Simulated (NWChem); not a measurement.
System: BF₂ cation

The following NWChem deck was run.

```
start job
memory heap 200 mb stack 900 mb global 1100 mb
charge 1
geometry units angstroms noautoz
  F      0.000000     0.000000    -1.226433
  B      0.000000     0.000000     0.000000
  F      0.000000     0.000000     1.226433
end
basis spherical
  F library def2-svp
  B library def2-svp
end
dft
  xc xpbe96 cpbe96
  iterations 150
  mulliken
end
task dft energy
```

Geometry: optimised at PBE0-D3(BJ)/def2-TZVP.

Q: What results follow from this input? (PBE/def2-SVP.) Quantities: energy (Ha); highest occupied level (eV); orbital gap (eV).

A: energy (Ha): -223.85
highest occupied level (eV): -20.59
orbital gap (eV): 11.18
